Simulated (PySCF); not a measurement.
Cartesian coordinates (Å):
```xyz
7

N      1.2421     0.1370    -0.0025
B      0.1261    -0.5573     0.4774
N     -1.2234    -0.2195     0.3271
H      2.1822    -0.1784     0.1520
H      1.1898     0.9964    -0.5336
H     -1.5510     0.6000    -0.1672
H     -1.9657    -0.7782     0.7065
```
Charge 0, spin multiplicity 2.

Problem. What total energy, dipole moment and highest occupied spin orbital does M06-2X/def2-TZVP // B3LYP-D3(BJ)/def2-TZVP (PySCF 2.14.0) give?

Solution. 
```json
{
  "total_energy": "-3721.65 eV",
  "dipole_moment": "1.64 D",
  "highest_occupied_spin_orbital": "-6.12 eV"
}
```
